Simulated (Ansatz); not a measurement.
Geometry optimisation of Bi3⁺.

```yaml
crystal:
  periodic: [false, false, false]
  atoms:
    - {symbol: Bi, position_ang: [-1.087064, -0.215363, 1.269811]}
    - {symbol: Bi, position_ang: [1.562452, -0.621543, 0.113724]}
    - {symbol: Bi, position_ang: [-0.475388, 0.836907, -1.383534]}
basis:
  gaussian: {orbitals: def2-SVP}
total_charge: 1
magnetization: {spin_polarized: true, initial_magnetization: 4}
hamiltonian: {xc: {name: B3LYP}, dispersion: d4}
scf: {omitted_lower_state_checks: [starts]}
output: {orbitals: {seedname: orbitals}}
relax: {f_tol: 0.02, max_steps: 100}
```

```sh
$ ansatz run in.yaml --threads 2 --pin off --events-out ev --progress --plain --max-ram 4352MiB
```

Output, abridged:

```
Functional definition: B3LYP
mean field -17520.34573154 eV, -643.8608299171 hartree, gradient 1.2e-7 eV, S^2 6.009534; 2 other end points of the search recorded, 0 dependent functions left out
WARN: the results are in doubt because the forces break the atoms' symmetry
relax step   1: F+E_penalty+E_count = -17520.62087571 eV  Δ(F+E_penalty+E_count) = +0.000e0 eV  max|allowed force component| = 2.729e0 eV/Å  Δτ_max = 0.0000 Å  (319 SCF iters, accepted)
mean field -17520.92809945 eV, -643.8822315433 hartree, gradient 1.1e-5 eV, S^2 6.018076; 1 other end points of the search recorded, 0 dependent functions left out
relax step   2: F+E_penalty+E_count = -17521.19873900 eV  Δ(F+E_penalty+E_count) = -5.779e-1 eV  max|allowed force component| = 3.928e-1 eV/Å  Δτ_max = 0.1956 Å  (62 SCF iters, accepted)
mean field -17520.95259258 eV, -643.8831316490 hartree, gradient 6.2e-6 eV, S^2 6.017885; 0 other end points of the search recorded, 0 dependent functions left out
relax step   3: F+E_penalty+E_count = -17521.22325012 eV  Δ(F+E_penalty+E_count) = -2.451e-2 eV  max|allowed force component| = 1.222e-1 eV/Å  Δτ_max = 0.0399 Å  (41 SCF iters, accepted)
mean field -17520.95786141 eV, -643.8833252751 hartree, gradient 2.5e-5 eV, S^2 6.018153; 0 other end points of the search recorded, 0 dependent functions left out
relax step   4: F+E_penalty+E_count = -17521.22842492 eV  Δ(F+E_penalty+E_count) = -5.175e-3 eV  max|allowed force component| = 3.864e-2 eV/Å  Δτ_max = 0.0263 Å  (40 SCF iters, accepted)
mean field -17520.95828476 eV, -643.8833408328 hartree, gradient 2.2e-5 eV, S^2 6.018589; 0 other end points of the search recorded, 0 dependent functions left out
relax step   5: F+E_penalty+E_count = -17521.22871498 eV  Δ(F+E_penalty+E_count) = -2.901e-4 eV  max|allowed force component| = 8.325e-3 eV/Å  Δτ_max = 0.0087 Å  (39 SCF iters, accepted)
mean field -17520.95828476 eV, -643.8833408328 hartree, gradient 2.2e-5 eV, S^2 6.018589; 0 other end points of the search recorded, 0 dependent functions left out
Total energy: -17521.22892862 eV, -643.8932868114 hartree
Atom 0 at    -1.148002    -0.302603     1.497516 Å, force     0.005723     0.001186    -0.006795 eV/Å
Atom 1 at     1.579139    -0.628195     0.114968 Å, force    -0.008325     0.003367    -0.000721 eV/Å
Atom 2 at    -0.431137     0.930799    -1.612483 Å, force     0.002602    -0.004553     0.007516 eV/Å
Dipole moment:    -0.110272     0.043889    -0.008073 e Å
Checks for a lower state left out: starts
```

Hardware: 2 threads of Intel Xeon 6975P-C on a shared host. Wall time 23 s.

In the def2 sets Bi takes a core potential; there is no spin–orbit coupling. At B3LYP-D4/def2-SVP a singlet of charge 1 lies 2.30 eV below the quintet, each at its own geometry. The structure comes from a short search, and lower isomers may exist.
